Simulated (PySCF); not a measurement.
CHO$_{2}$ (SMILES O=C=[OH+]), charge +1, singlet, at a GFN2-xTB geometry. Base run: PySCF with PBE0/STO-3G.

The PySCF input:
```python
from pyscf import gto, scf, dft

mol = gto.M(
    atom='''
C    -0.006958    0.009851   -0.110372
O    -0.023412   -0.021476    1.076341
O     0.097713   -0.033874   -1.218766
H    -0.552655    0.383700    1.801634
''',
    basis='sto-3g',
    charge=1,
    spin=0,
    verbose=4,
)

mf = dft.RKS(mol)
mf.xc = 'pbe0'
mf.kernel()
```

The base run was repeated with changes; each row names its change, and settings that it needs were set with it.

```tsv
change	ΔE vs base (mEh)	SCF cycles	outcome
base	0.000	8	converged
level_shift = 1.0 (with mf.max_cycle = 100)	0.000	21	converged
level_shift = 0.1 (with mf.max_cycle = 100)	0.000	9	converged
DIIS = ADIIS	0.000	20	converged
conv_tol_grad = 1e-7	0.000	10	converged
diis_space = 2	0.000	35	converged
init_guess = huckel	0.000	11	converged
level_shift = 0.5 (with mf.max_cycle = 100)	0.000	16	converged
diis = off; damp = 0.3 (with mf.diis_start_cycle = 200; with mf.max_cycle = 150)	-	150	not converged
conv_tol = 1e-4	0.000	6	converged
solver = newton; init_guess = 1e	0.000	-	converged
init_guess = atom	0.000	8	converged
conv_tol_grad = 1e-3	0.000	8	converged
```
